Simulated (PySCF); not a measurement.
# Electron correlation in Si³⁺ (silicon, charge +3)

[Ne] 3s1, 2S determinant. Calculation: PySCF 2.14, in dyall-acv3z (19s12p6d4f, 113 functions); the spin-free X2C one-electron Hamiltonian (Gaussian nucleus). Frozen: 1s2; 9 electrons correlated; the 15 highest virtual orbitals of each spin left out.

MP2 pair energies summed by pair of shells (mhartree):

```json
{"pair": "2p-2p", "energy": "-194.50", "share (%)": "68.3"}
{"pair": "2s-2p", "energy": "-63.13", "share (%)": "22.2"}
{"pair": "2p-3s", "energy": "-15.36", "share (%)": "5.4"}
{"pair": "2s-2s", "energy": "-9.98", "share (%)": "3.5"}
{"pair": "2s-3s", "energy": "-1.87", "share (%)": "0.7"}
```

Total MP2 correlation energy: -284.84 mhartree.

Same-spin part -75.65 and opposite-spin part -209.19 mhartree; SCS-MP2 scales them by 1/3 and 6/5 to -276.25 mhartree.
